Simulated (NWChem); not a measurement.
Species: C2H6Te; SMILES CC[TeH]

```xyz
9

Te    -0.0213    -0.6500     0.0260
H     -0.8771    -0.5213    -1.3963
C      0.6684     1.4089    -0.0665
C     -0.4229     2.4502     0.0658
H      1.2313     1.5082    -1.0048
H      1.3955     1.4711     0.7576
H     -0.9739     2.3432     1.0119
H     -1.1539     2.3798    -0.7539
H      0.0108     3.4645     0.0373
```
Atoms are numbered in this order, from 1.

Program: NWChem. Structure relaxed at the PBE0/def2-SVP level. def2 effective core potentials on Te; no spin-orbit coupling. Level MN15/def2-SVP: energy and gradient on several grids; changes count from the extra-fine grid, which is no exact limit either.

Task: Which is the coarsest grid (coarse; medium; xcoarse; xfine; fine) from which on the energy stays within 500 μHa and each gradient component within 500 μHa/bohr of xfine?

Result: medium.
```csv
grid,size of the energy change (μHa),largest change of a gradient component (μHa/bohr),"time, medium = 1 (rough)"
xcoarse,5000,10000,0.4
coarse,100,1000,0.5
medium,< 10,300,about 1
fine,< 10,< 30,about 1
xfine,< 10,< 30,3
```
